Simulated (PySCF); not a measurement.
# Dipole response of C (carbon, neutral)

[He] 2s2 2p2, high-spin 3P determinant. Calculation: PySCF 2.14, in aug-cc-pCVTZ-DK (7s6p4d2f, 59 functions); the spin-free X2C one-electron Hamiltonian (Gaussian nucleus). Coupled (time-dependent) response in atomic units; α is the mean over directions.

```csv
method,mean α (bohr³),"α xx, yy, zz",C₆ (like pair),S(−4)
UHF,11.93,"10.85, 12.47, 12.47",46.38,93.09
PBE,13.22,"11.20, 14.23, 14.23",53.94,105.0
PBE0,12.54,"10.86, 13.38, 13.38",50.39,90.77
wB97M-V,12.58,"10.96, 13.40, 13.40",50.47,90.66
```

S(−4) is the Cauchy moment in α(ω) = α(0) + S(−4) ω² + …

Reference α: 11.3 ± 0.4 bohr³ (recommended; Schwerdtfeger and Nagle, table of static dipole polarizabilities (2023 update)). Published C₆: 46.60 (Chu and Dalgarno (2004); Tang, Norbeck and Certain (1976)).

α(iu) at UHF:

```json
{"u (hartree)": "0", "α(iu) (bohr³)": "11.93"}
{"u (hartree)": "0.0500", "α(iu) (bohr³)": "11.71"}
{"u (hartree)": "0.100", "α(iu) (bohr³)": "11.12"}
{"u (hartree)": "0.200", "α(iu) (bohr³)": "9.452"}
{"u (hartree)": "0.300", "α(iu) (bohr³)": "7.762"}
{"u (hartree)": "0.500", "α(iu) (bohr³)": "5.190"}
{"u (hartree)": "0.750", "α(iu) (bohr³)": "3.309"}
{"u (hartree)": "1.00", "α(iu) (bohr³)": "2.261"}
{"u (hartree)": "1.50", "α(iu) (bohr³)": "1.234"}
{"u (hartree)": "2.00", "α(iu) (bohr³)": "0.7729"}
{"u (hartree)": "3.00", "α(iu) (bohr³)": "0.3853"}
{"u (hartree)": "5.00", "α(iu) (bohr³)": "0.1544"}
```

A single London oscillator, α(iu) = α/(1 + u²/ω²), gives C₆ = (3/4) ω α². Matching the computed C₆ needs ω = 4 × 46.38 / (3 × 11.93²) = 0.434 hartree.

The components differ because the open shell of this determinant is not spherical; for a pure term their mean is the scalar polarisability.
